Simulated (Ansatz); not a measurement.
H$_{8}$OSi$_{3}$ (`O[SiH2][SiH2][SiH3]`). Charge 0, multiplicity 1.

```xyz
12

O     2.212   -1.687   -1.276
Si    1.413   -0.294   -0.883
Si   -0.584   -0.666    0.290
Si   -1.604    1.372    0.820
H     2.439   -2.284   -0.562
H     1.130    0.379   -2.174
H     2.269    0.607   -0.056
H    -1.520   -1.501   -0.515
H    -0.290   -1.403    1.555
H    -2.873    1.159    1.565
H    -0.689    2.190    1.661
H    -1.903    2.129   -0.425
```

What are the harmonic wavenumbers in cm⁻¹ at PBE0-D4/def2-TZVP (Ansatz, finite differences of forces, unscaled)? (Estimate.)

The calculation gave: 43, 74, 86, 174, 217, 310, 392, 399, 452, 503, 575, 680, 683, 734, 826, 870, 876, 905, 925, 939, 941, 945, 2184, 2191, 2206, 2215, 2226, 2227, 2238, 3925.

Is this a minimum?

Yes, all 30 modes are real.

Give the ideal-gas thermochemistry at 298.15 K and 1 bar (rigid rotor, harmonic oscillator; point group C1, symmetry number 1).

Zero-point energy 191.2 kJ/mol; H(298) − E = 216.8 kJ/mol; entropy 386.1 J/(mol·K), of which translation 167.3, rotation 115.8, vibration 103.0; G(298) − E = 101.7 kJ/mol. Modes under 100 cm⁻¹ are hindered rotations or soft bends, so the harmonic entropy is rough.

And at 400, 500, 600, 800 and 1000 K?


```json
{"T (K)": "400", "H − E (kJ/mol)": "232.0", "S (J/mol/K)": "429.6", "G − E (kJ/mol)": "60.1"}
{"T (K)": "500", "H − E (kJ/mol)": "249.0", "S (J/mol/K)": "467.5", "G − E (kJ/mol)": "15.3"}
{"T (K)": "600", "H − E (kJ/mol)": "267.6", "S (J/mol/K)": "501.4", "G − E (kJ/mol)": "-33.2"}
{"T (K)": "800", "H − E (kJ/mol)": "308.7", "S (J/mol/K)": "560.4", "G − E (kJ/mol)": "-139.6"}
{"T (K)": "1000", "H − E (kJ/mol)": "353.5", "S (J/mol/K)": "610.3", "G − E (kJ/mol)": "-256.8"}
```

Rotational constants (cm⁻¹)?

0.2877, 0.04153, 0.0378.
